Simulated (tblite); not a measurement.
Record of a relaxation.

Compound: C₃H₃AlF₂.
Numbering: `[CH3:1][C:2]#[C:3][Al:4]([F:5])[F:6]` (hydrogens: H7, H8, H9 on C1)

Computed with GFN2-xTB (tblite), gas phase: L-BFGS steps from a force-field or distance-geometry start until the largest atomic force falls under 0.01 eV/Å. 14 of its 34 geometries are shown.

Step 0: E = -505.1505 eV, largest atomic force 2.767 eV/Å
```
atom  x, y, z in Å  |  force x, y, z in eV/Å
C1     -2.062   -0.058   -0.149   -0.518   0.301   0.200
C2     -0.621   -0.048    0.028    0.778   0.188   0.054
C3      0.593   -0.036    0.183   -0.754  -0.055   0.245
Al4     2.530    0.017    0.376    1.875   0.489  -1.975
F5      3.506   -1.315   -0.387   -1.292   1.732   1.375
F6      3.422    1.585    0.495   -1.191  -2.188   0.179
H7     -2.454   -1.007    0.290    0.138   0.764  -0.430
H8     -2.548    0.826    0.354    0.611  -0.882  -0.195
H9     -2.353    0.041   -1.215    0.353  -0.348   0.547
```

Step 3: E = -505.7387 eV, largest atomic force 1.017 eV/Å
```
atom  x, y, z in Å  |  force x, y, z in eV/Å
C1     -2.062   -0.052   -0.145    0.419   0.064   0.075
C2     -0.612   -0.038    0.028    0.250   0.108   0.014
C3      0.594   -0.037    0.197    0.195   0.039   0.083
Al4     2.577    0.041    0.284   -0.545   0.099  -0.853
F5      3.458   -1.249   -0.329   -0.299   0.509   0.484
F6      3.375    1.496    0.507   -0.274  -0.642   0.130
H7     -2.452   -0.979    0.274   -0.069   0.022  -0.040
H8     -2.527    0.799    0.355    0.150  -0.040   0.169
H9     -2.337    0.025   -1.196    0.172  -0.160  -0.062
```

Step 5: E = -505.8480 eV, largest atomic force 0.855 eV/Å
```
atom  x, y, z in Å  |  force x, y, z in eV/Å
C1     -2.039   -0.048   -0.141    0.078  -0.076  -0.017
C2     -0.595   -0.029    0.028    0.082   0.025   0.005
C3      0.607   -0.034    0.205   -0.147   0.060  -0.082
Al4     2.541    0.056    0.210   -0.834   0.103  -0.158
F5      3.435   -1.214   -0.288    0.261  -0.335  -0.031
F6      3.351    1.444    0.521    0.139   0.195   0.142
H7     -2.454   -0.970    0.267    0.077  -0.041   0.034
H8     -2.511    0.790    0.366    0.130   0.097   0.124
H9     -2.321    0.010   -1.193    0.214  -0.029  -0.016
```

Step 8: E = -505.8729 eV, largest atomic force 0.196 eV/Å
```
atom  x, y, z in Å  |  force x, y, z in eV/Å
C1     -2.032   -0.050   -0.139   -0.133   0.006   0.025
C2     -0.598   -0.026    0.027   -0.100  -0.016  -0.015
C3      0.601   -0.029    0.202   -0.115   0.050  -0.078
Al4     2.502    0.065    0.178    0.191  -0.021  -0.040
F5      3.438   -1.216   -0.275   -0.041   0.029   0.041
F6      3.348    1.434    0.532   -0.049  -0.029   0.025
H7     -2.448   -0.970    0.268    0.054  -0.059   0.045
H8     -2.496    0.792    0.376    0.083   0.029   0.026
H9     -2.300    0.005   -1.194    0.110   0.013  -0.029
```

Step 10: E = -505.8765 eV, largest atomic force 0.113 eV/Å
```
atom  x, y, z in Å  |  force x, y, z in eV/Å
C1     -2.039   -0.051   -0.137   -0.014  -0.004   0.015
C2     -0.606   -0.026    0.025    0.029  -0.017   0.010
C3      0.593   -0.025    0.195    0.058   0.047  -0.085
Al4     2.502    0.065    0.171    0.052  -0.017   0.004
F5      3.438   -1.218   -0.271   -0.039   0.024   0.026
F6      3.346    1.433    0.536   -0.048  -0.030   0.010
H7     -2.443   -0.975    0.271   -0.022  -0.038   0.028
H8     -2.488    0.796    0.380   -0.015   0.025   0.016
H9     -2.289    0.005   -1.196    0.000   0.011  -0.025
```

Step 13: E = -505.8782 eV, largest atomic force 0.076 eV/Å
```
atom  x, y, z in Å  |  force x, y, z in eV/Å
C1     -2.041   -0.052   -0.135    0.054  -0.009   0.006
C2     -0.606   -0.029    0.026    0.005  -0.002   0.000
C3      0.595   -0.016    0.180   -0.006   0.023  -0.072
Al4     2.504    0.064    0.168   -0.061   0.009   0.010
F5      3.435   -1.219   -0.267    0.032  -0.067  -0.004
F6      3.340    1.431    0.541    0.013   0.045   0.031
H7     -2.444   -0.979    0.275   -0.009   0.056  -0.019
H8     -2.486    0.799    0.383   -0.006  -0.049  -0.020
H9     -2.284    0.006   -1.197   -0.021  -0.007   0.068
```

Step 15: E = -505.8799 eV, largest atomic force 0.085 eV/Å
```
atom  x, y, z in Å  |  force x, y, z in eV/Å
C1     -2.039   -0.054   -0.131    0.012   0.009   0.002
C2     -0.604   -0.032    0.028    0.001   0.023  -0.022
C3      0.600   -0.003    0.153   -0.078  -0.015  -0.029
Al4     2.505    0.063    0.167    0.016   0.013  -0.025
F5      3.434   -1.225   -0.262    0.021  -0.043   0.012
F6      3.332    1.432    0.549    0.028   0.036   0.036
H7     -2.447   -0.980    0.279    0.010   0.069  -0.030
H8     -2.485    0.798    0.385    0.017  -0.066  -0.014
H9     -2.281    0.008   -1.193   -0.027  -0.026   0.071
```

Step 18: E = -505.8811 eV, largest atomic force 0.057 eV/Å
```
atom  x, y, z in Å  |  force x, y, z in eV/Å
C1     -2.037   -0.055   -0.128   -0.022   0.006  -0.006
C2     -0.605   -0.032    0.025    0.005   0.022  -0.033
C3      0.600    0.005    0.131    0.030  -0.023  -0.003
Al4     2.507    0.064    0.162    0.027   0.013  -0.021
F5      3.433   -1.232   -0.255   -0.001   0.002   0.023
F6      3.329    1.434    0.558    0.015  -0.005   0.020
H7     -2.448   -0.977    0.280    0.000  -0.031   0.019
H8     -2.484    0.794    0.387   -0.011   0.028   0.036
H9     -2.283    0.006   -1.187   -0.043  -0.012  -0.035
```

Step 20: E = -505.8820 eV, largest atomic force 0.070 eV/Å
```
atom  x, y, z in Å  |  force x, y, z in eV/Å
C1     -2.038   -0.054   -0.127   -0.003  -0.007  -0.008
C2     -0.604   -0.028    0.019    0.015   0.001  -0.030
C3      0.602    0.006    0.118    0.051  -0.008  -0.013
Al4     2.512    0.067    0.155   -0.039   0.006   0.018
F5      3.433   -1.237   -0.248    0.006   0.013   0.010
F6      3.330    1.435    0.567    0.011  -0.019   0.001
H7     -2.448   -0.976    0.282    0.018  -0.055   0.039
H8     -2.483    0.792    0.392   -0.018   0.051   0.025
H9     -2.290    0.002   -1.184   -0.041   0.017  -0.043
```

Step 23: E = -505.8830 eV, largest atomic force 0.065 eV/Å
```
atom  x, y, z in Å  |  force x, y, z in eV/Å
C1     -2.040   -0.054   -0.126    0.008   0.000   0.000
C2     -0.602   -0.024    0.008   -0.022  -0.010  -0.029
C3      0.606    0.007    0.098   -0.044   0.005  -0.018
Al4     2.514    0.070    0.150   -0.018  -0.016   0.033
F5      3.434   -1.241   -0.238    0.003   0.033   0.007
F6      3.332    1.434    0.578    0.004  -0.026  -0.011
H7     -2.445   -0.979    0.288    0.058   0.028   0.004
H8     -2.484    0.793    0.399    0.028  -0.034  -0.034
H9     -2.302    0.000   -1.183   -0.017   0.019   0.048
```

Step 25: E = -505.8844 eV, largest atomic force 0.103 eV/Å
```
atom  x, y, z in Å  |  force x, y, z in eV/Å
C1     -2.041   -0.055   -0.125   -0.001   0.013  -0.001
C2     -0.601   -0.020   -0.011   -0.042   0.002  -0.016
C3      0.607    0.009    0.068   -0.090   0.014  -0.005
Al4     2.513    0.071    0.150    0.044  -0.027   0.012
F5      3.436   -1.241   -0.224   -0.003   0.036   0.010
F6      3.335    1.429    0.591   -0.009  -0.025  -0.009
H7     -2.431   -0.983    0.299    0.046   0.078  -0.032
H8     -2.482    0.793    0.405    0.054  -0.080  -0.037
H9     -2.322    0.002   -1.179    0.000  -0.013   0.079
```

Step 28: E = -505.8856 eV, largest atomic force 0.027 eV/Å
```
atom  x, y, z in Å  |  force x, y, z in eV/Å
C1     -2.042   -0.054   -0.124   -0.002   0.004  -0.007
C2     -0.603   -0.015   -0.032    0.001   0.009  -0.002
C3      0.606    0.014    0.037    0.004   0.024   0.009
Al4     2.511    0.072    0.148    0.002  -0.014   0.006
F5      3.439   -1.240   -0.208    0.015  -0.001  -0.002
F6      3.337    1.422    0.605   -0.014  -0.006  -0.005
H7     -2.416   -0.982    0.308   -0.008   0.000  -0.007
H8     -2.475    0.789    0.411    0.013   0.003   0.020
H9     -2.344    0.001   -1.170   -0.012  -0.020  -0.013
```

Step 30: E = -505.8858 eV, largest atomic force 0.030 eV/Å
```
atom  x, y, z in Å  |  force x, y, z in eV/Å
C1     -2.042   -0.054   -0.125    0.003  -0.006  -0.003
C2     -0.603   -0.014   -0.034    0.008   0.001  -0.006
C3      0.605    0.017    0.035    0.023   0.018   0.008
Al4     2.511    0.071    0.148   -0.024  -0.005   0.006
F5      3.440   -1.241   -0.206    0.018  -0.012  -0.005
F6      3.336    1.421    0.606   -0.005   0.003  -0.002
H7     -2.415   -0.981    0.307   -0.008  -0.019   0.007
H8     -2.473    0.789    0.413   -0.004   0.020   0.011
H9     -2.346   -0.002   -1.169   -0.012   0.000  -0.017
```

Step 33: E = -505.8859 eV, largest atomic force 0.010 eV/Å
```
atom  x, y, z in Å  |  force x, y, z in eV/Å
C1     -2.042   -0.054   -0.126    0.000  -0.003   0.003
C2     -0.603   -0.013   -0.038    0.000  -0.002  -0.006
C3      0.606    0.021    0.033   -0.002   0.004   0.007
Al4     2.511    0.069    0.150    0.004  -0.001  -0.007
F5      3.443   -1.241   -0.205    0.004  -0.003   0.001
F6      3.335    1.420    0.607   -0.004   0.001   0.002
H7     -2.414   -0.982    0.308    0.000  -0.001   0.002
H8     -2.471    0.789    0.415   -0.002  -0.001  -0.008
H9     -2.351   -0.003   -1.170   -0.001   0.007   0.007
```

**Question.** Summarise the path.

**Answer.** The energy falls by 16.96 kcal/mol from step 0 to step 33; nine tenths of that is first reached at step 5. It rises by more than 0.2 meV at step 2. The largest force goes from 2.767 to 0.010 eV/Å. Among the bonds Al4–F5 changes most, from 1.819 to 1.647 Å; the atoms move by 0.147 Å rms after alignment.

What follows is the cost of the whole relaxation. The run took 0.23 s on one thread of an Arm Neoverse N1, shared host with 64 logical CPUs at a one-minute load of 62.
